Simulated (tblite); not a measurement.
Species: CH₅F₃P₄Si.
Cartesian coordinates in Å at the GFN2-xTB level; atoms count from 1:
```
atom  x, y, z in Å
F1    -2.4637   -0.8170    0.5215
C2    -1.8984   -1.1465   -0.6501
F3    -1.5863   -2.4452   -0.5731
F4    -2.8532   -1.0216   -1.5815
P5    -0.3673   -0.1465   -1.1170
P6    -1.1763    1.9170   -0.9065
P7     0.5629    2.1913    0.4762
P8     0.4805    0.0179    0.9060
Si9    2.5974   -0.5838    0.3634
H10   -2.0805    1.5825    0.1155
H11   -0.1914    2.5721    1.5893
H12    2.4973   -1.9677   -0.0989
H13    3.3475   -0.4501    1.6121
H14    3.1309    0.2970   -0.6792
```

Computed with GFN2-xTB (tblite): harmonic, unscaled wavenumbers at the GFN2-xTB geometry, gas phase. Errors from tens to a few hundred cm⁻¹ against measured bands are possible. Modes of hydrogen on phosphorus and silicon can be 10 to 20 % off. One conformer, not necessarily the lowest.

Harmonic wavenumbers (cm⁻¹): 27.5, 40.3, 53.2, 79.8, 91.8, 121.8, 156.0, 195.6, 247.2, 260.1, 407.8, 420.3, 425.9, 445.0, 455.2, 471.8, 481.7, 491.2, 510.7, 534.7, 662.1, 667.6, 700.7, 724.2, 731.7, 746.5, 750.0, 757.1, 1040.6, 1051.5, 1068.3, 2190.7, 2234.3, 2246.9, 2259.8, 2273.7.

A = 1024, B = 611.3, C = 453.3 MHz; mass 225.906 u (most abundant isotopes); point group C1, symmetry number 1.

Question: Zero-point energy?

Answer: Half the sum of the wavenumbers: 13012 cm⁻¹ = 155.65 kJ/mol.

Question: Give the ideal-gas entropy at 500 K and 1 bar in the rigid-rotor, harmonic-oscillator model (classical rotation).

Answer: Translation 187.20, rotation 137.85, vibration 287.01: S = 612.1 J/(mol K).

Question: And Cp and H(500 K) − H(0)?

Answer: Cp = 249.02 J/(mol K), of which vibrations give 215.76 (their classical limit is 36 R = 299.3); H(500 K) − H(0) = 83.20 kJ/mol without the zero-point energy, 66.57 from vibrations.

Question: Which modes carry the vibrational entropy at 500 K?

Answer: 27.5 cm⁻¹: 29.41; 40.3 cm⁻¹: 26.23; 53.2 cm⁻¹: 23.93; 79.8 cm⁻¹: 20.57; 91.8 cm⁻¹: 19.41; 121.8 cm⁻¹: 17.07 J/(mol K); the other 30 give 150.39 together.

Question: How do the functions run with temperature in this model?

Answer: 
| T (K) | S (J/(mol K)) | Cp (J/(mol K)) | H − H(0) (kJ/mol) | G − H(0) (kJ/mol) | ln q(vib) |
| --- | --- | --- | --- | --- | --- |
| 50 | 279.3 | 72.5 | 2.60 | -11.36 | 1.45 |
| 100 | 338.3 | 100.0 | 6.93 | -26.89 | 3.69 |
| 298.15 | 495.6 | 199.4 | 37.29 | -110.46 | 11.53 |
| 373.15 | 542.9 | 222.5 | 53.16 | -149.44 | 14.24 |
| 750 | 719.4 | 279.3 | 149.63 | -389.91 | 25.81 |
| 1000 | 802.3 | 296.4 | 221.77 | -580.51 | 31.95 |

q(vib) and H(0) count from the zero-point level.

Question: What must be added to the electronic energy to get the Gibbs energy at 500 K and 1 bar?

Answer: ZPE + [H(500 K) − H(0)] − T·S = 155.65 + 83.20 − 306.03 = -67.18 kJ/mol.

Question: Blend soft modes into free rotors: weight 1/[1 + (100 cm⁻¹/ν̃)⁴] for the oscillator and the rest for a rotor with moment μB/(μ + B), μ = h/(8π²ν), B = 10⁻⁴⁴ kg m². What vibrational entropy results?

Answer: 253.73 J/(mol K) in place of 287.01, which changes −T·S at 500 K by +16.64 kJ/mol.

Hindered rotation and anharmonicity are outside this model. Other conformers, if any are populated, would add a mixing term that is left out. The structure is chiral; the term R ln 2 for an equal mix with its mirror image is left out.
